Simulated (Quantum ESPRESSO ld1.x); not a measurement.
Problem. These are the eigenvalues of the occupied orbitals of an atom or ion with whole-number occupations (hartree). Method: scalar-relativistic Kohn-Sham, LDA (Slater exchange, Perdew-Wang correlation), spin-polarised, spherical densities, point nucleus; computed with ld1.x of Quantum ESPRESSO 7.5.

| orbital | eigenvalue |
|---|---|
| 1s up | -1251.87 |
| 1s down | -1251.86 |
| 2s up | -227.359 |
| 2s down | -227.038 |
| 2p up | -208.456 |
| 2p down | -208.204 |
| 3s up | -73.8921 |
| 3s down | -73.5407 |
| 3p up | -67.7890 |
| 3p down | -67.4312 |
| 3d up | -59.1888 |
| 3d down | -58.7623 |

Which element is it, and in what charge state? The configuration may be excited. Open shells, if any, are filled with parallel spins first.

Solution. Z = 53, iodine, charge +28: I28+ in [Ar] 3d7. The list shows which subshells hold electrons but not how many an open one holds; the 1s level, -1251.9 hartree, gives Z - s = 50.0 by -(Z - s)^2/2, which with screening and relativity narrows Z to a few neighbours, and the depths of the outer levels then fix element, charge and occupations together.
